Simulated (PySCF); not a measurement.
Ti(OH)4 (H4O4Ti), SMILES [OH][Ti]([OH])([OH])[OH], multiplicity 1. The structure is a stationary point at PBE-D3(BJ)/def2-SVP. The spin state was assumed, not searched. The isomer is the one that the SMILES or the coordinates give; other isomers of the formula were not compared. Other conformers were not sampled.

Computed with PBE-D3(BJ)/def2-SVP (PySCF).

Harmonic wavenumbers (cm⁻¹): 169, 169, 177, 177, 223, 239, 263, 263, 315, 473, 473, 495, 506, 690, 754, 777, 777, 3766, 3767, 3767, 3774. Rotational constants (GHz): 3.258, 3.258, 3.180; symmetry number 2.

Work out the zero-point energy and the ideal-gas rigid-rotor harmonic-oscillator thermochemistry at 298.15 K and 1 atm.

ZPE = ½ Σ hcν = ½ × 22012 cm⁻¹ = 131.66 kJ/mol. H − E(el) = 157.60 kJ/mol. Entropy in J/(mol K): translation 168.02, rotation 105.77, vibration 91.12, total 364.91. G − E(el) = 48.80 kJ/mol. Cp = 134.90 J/(mol K).
